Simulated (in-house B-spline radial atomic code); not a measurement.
A fraction x of an electron is added to 5p in In, starting from [Kr] 4d10 5s2 5p1 and keeping the highest spin. Level of theory: scalar-relativistic (X2C) PBE, spin-polarised, spherical fractional occupations, Fermi nucleus of rms radius 4.6156 fm; calculated with a B-spline radial code for spherical atoms.

```csv
x,E(x) - E(0) (eV),5p up level (eV)
0,0.0000,-2.780
0.1,-0.2528,-2.279
0.2,?,?
0.3,-0.6121,-1.326
0.4,?,?
0.5,-0.7888,-0.457
0.6,-0.8146,-0.064
```

Question: What belongs in the row x = 0.2?

Answer: An energy change of -0.4563 eV; 5p up at -1.793 eV.

Question: What belongs in the row x = 0.4?

Answer: An energy change of -0.7222 eV; 5p up at -0.880 eV.

Question: Up to what added charge does this functional bind the extra electron?

Answer: The highest level rises by about 3.9 eV per electron near x = 0.6 and would reach zero near x = 0.62, so a whole extra electron isn't bound at the basis-set limit.
